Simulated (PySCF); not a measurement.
**TDDFT excited states: CH10O2Si3**

Compound: CH₁₀O₂Si₃.
Atom-mapped SMILES: `[CH3:1][Si@H:2]([SiH3:3])[O:4][SiH2:5][OH:6]` (hydrogens: H7, H8, H9 on C1; H10 on Si2; H11, H12, H13 on Si3; H14, H15 on Si5; H16 on O6)

Theory: TDDFT PBE0/def2-SVPD, vertical, gas phase, core orbitals frozen in the response (PySCF). Geometry: PBE0-D3(BJ)/def2-SVP, one conformer, isolated molecule. Torsions of this conformer, `[CH3:1][Si@H:2]([SiH3:3])[O:4][SiH2:5][OH:6]`: C1–Si2–O4–Si5 73°, Si2–O4–Si5–O6 -58°, H–O6–Si5–O4 -69°.

| state | E (eV) | E (hartree) | f | \|μ\| (D) | main configurations (H = HOMO, L = LUMO) |
| --- | --- | --- | --- | --- | --- |
| S1 | 6.37 | 0.2342 | 0.022 | 0.96 | H→L (91%) |
| S2 | 6.79 | 0.2497 | 0.027 | 1.02 | H→L+1 (72%), H→L+2 (20%) |
| S3 | 6.99 | 0.2569 | 0.023 | 0.93 | H→L+2 (74%), H→L+1 (18%) |
| S4 | 7.28 | 0.2675 | 0.0015 | 0.24 | H-1→L (89%) |
| S5 | 7.34 | 0.2696 | 0.0041 | 0.38 | H→L+3 (90%) |
| S6 | 7.61 | 0.2795 | 0.259 | 3.00 | H→L+4 (82%) |
| S7 | 7.68 | 0.2822 | 0.029 | 1.00 | H-2→L (74%) |
| S8 | 7.73 | 0.2842 | 0.023 | 0.88 | H-1→L+1 (69%) |
| S9 | 7.74 | 0.2845 | 0.0092 | 0.56 | H→L+5 (43%), H→L+6 (24%), H→L+7 (20%) |
| S10 | 7.89 | 0.2900 | 0.0009 | 0.17 | H-2→L+1 (58%), H-1→L+2 (11%) |

Triplets, Tamm–Dancoff:

```
state  E (eV)  λ (nm)  main configurations (H = HOMO, L = LUMO)
   T1    5.62   220.8                    H→L (82%), H→L+1 (12%)
   T2    6.03   205.6                  H→L+2 (68%), H→L+1 (18%)
   T3    6.78   183.0     H→L+1 (36%), H→L+4 (33%), H→L+3 (10%)
   T4    6.80   182.3     H→L+4 (55%), H→L+1 (20%), H→L+2 (10%)
```

The lowest singlet comes at 195 nm (615 kJ/mol) in the vacuum ultraviolet; it is weak; its leading configuration is HOMO→LUMO (91%). The strongest level in the table is S6 at 7.61 eV (163 nm, f = 0.259). S8/S9 lie within about 0.01 eV of each other. Löwdin shares by element: HOMO silicon 53% or more, oxygen 16% or more, carbon 7% (atoms not listed hold the other 24%); LUMO silicon 52%, oxygen 9% or more (atoms not listed hold the other 38%). Weighted by f, the mean energy of these states is 7.46 eV. The listed states span 1.52 eV, and the widest gap between neighbours is 0.42 eV (S1 to S2). The oscillator strengths of these states sum to 0.399; summed over the whole spectrum of an exact calculation they would give the number of electrons, 74 (Thomas–Reiche–Kuhn). All these states lie below the vertical ionisation energy of 9.51 eV (ΔSCF). The window holds the lowest 10 singlets.
